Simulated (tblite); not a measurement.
OTi (SMILES [O]=[Ti]), triplet, at a GFN2-xTB geometry (such geometries of metal compounds can be far from the true shape); GFN1-xTB (tblite).

Input for tblite:
```
$ tblite run mol.xyz --method gfn1 --charge 0 --spin 2 --etemp 2000 --json tblite.json --no-restart

# file mol.xyz
2

Ti    -0.00000000    -0.00000000    -0.44737439
O      0.00000000     0.00000000     1.23027959
```

### Question
Predict the main parts of the log of this tblite run.

### Answer

```
xTB calculator
 | screened Coulomb repulsion
 | Coulomb electrostatics
 |  * isotropic Klopman-Ohno-Mataga-Nishimoto electrostatics
 |  * onsite third-order electrostatics
 | DFT-D3(BJ) dispersion correction

halogen bonding energy    0.0000000000000E+00 Eh
repulsion energy          1.9310915845802E-02 Eh
dispersion energy        -2.1823274617076E-04 Eh
number of electrons       1.0000000000000E+01 e
integral cutoff           3.9599309224301E+01 bohr

------------------------------------------------------------
  cycle        total energy    energy error   density error
------------------------------------------------------------
      1     -4.648366365098  -4.6674590E+00   1.1087341E+00
      2     0.3541984445388   5.0025648E+00   2.1994051E+00
      3     -5.536229103541  -5.8904275E+00   5.9368020E-01
      4     -5.809993118113  -2.7376401E-01   2.3275413E-01
      5     -5.845101064416  -3.5107946E-02   1.3893895E-01
      6     -5.855515911817  -1.0414847E-02   7.8265957E-02
      7     -5.860708924462  -5.1930126E-03   4.3712253E-02
      8     -5.862379488678  -1.6705642E-03   1.6271740E-02
      9     -5.862691931670  -3.1244299E-04   1.4557602E-03
     10     -5.862693979454  -2.0477842E-06   2.7897405E-04
     11     -5.862694070907  -9.1452511E-08   9.6696217E-06
------------------------------------------------------------

electronic energy        -5.8817867540064E+00 Eh
total energy             -5.8626940709068E+00 Eh

Post processing:
 | Mayer-Wiberg bond orders

[Info] JSON dump of results written to 'tblite.json'
```
